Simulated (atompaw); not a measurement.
## Logarithmic derivatives: carbon (C), PAW (atompaw)

atompaw 4.2.0.5 input, output lines left out:

```
C 6
LDA-PW scalarrelativistic loggrid 1500 logderivrange -3 5 201
2 2 0 0 0 0
2 1 2
0 0 0
c
v
v
1
2.40 1.85 2.00 1.60
y
4.1
n
y
1.95
n
custom polynom2 7 10 vanderbiltortho sinc
2 0.5 vpsmatchnc
2.40
1.35
2.40
2.40
```

The phase is arctan(r·u′/u) with u = r·R(r), unwrapped; energies in Ry, scanned from -3 to 5 Ry. A pole is an energy at which the radial function vanishes at the test radius. The pseudo phase is shifted by a multiple of π to meet the all-electron one at the reference energy, and phase errors are pseudo minus all-electron; the curves can meet again beyond the range given. Levels narrower than the energy grid can be missing from the lists of poles.

```json
{"channel": "s", "radius (bohr)": "2.40", "reference energy (Ry)": "-1.00", "poles, all-electron": "-0.50", "poles, pseudo": "-0.50, 4.62", "unbroken range about the reference energy with phases within 0.05 rad": "below 4.6", "phase error 1 Ry above the reference energy (rad)": "+0.005"}
{"channel": "p", "radius (bohr)": "2.40", "reference energy (Ry)": "-0.40", "poles, all-electron": "0.13", "poles, pseudo": "0.14", "unbroken range about the reference energy with phases within 0.05 rad": "the whole range", "phase error 1 Ry above the reference energy (rad)": "+0.002"}
```

Phases in the p channel:

```csv
E (Ry),all-electron,pseudo
-3.00,1.314,1.317
-2.76,1.301,1.303
-2.52,1.285,1.288
-2.28,1.266,1.268
-2.04,1.242,1.245
-1.80,1.211,1.213
-1.56,1.167,1.170
-1.32,1.102,1.105
-1.08,0.991,0.994
-0.84,0.753,0.756
-0.60,0.076,0.078
-0.36,-0.965,-0.965
-0.12,-1.390,-1.389
0.12,-1.565,-1.563
0.36,-1.665,-1.663
0.60,-1.739,-1.737
0.84,-1.805,-1.804
1.08,-1.874,-1.872
1.32,-1.954,-1.953
1.56,-2.060,-2.060
1.80,-2.216,-2.216
2.04,-2.469,-2.469
2.28,-2.889,-2.885
2.52,-3.437,-3.425
2.76,-3.880,-3.864
3.00,-4.148,-4.132
3.24,-4.309,-4.292
3.48,-4.412,-4.396
3.72,-4.484,-4.467
3.96,-4.537,-4.520
4.20,-4.578,-4.560
4.44,-4.611,-4.592
4.68,-4.639,-4.619
4.92,-4.663,-4.642
```
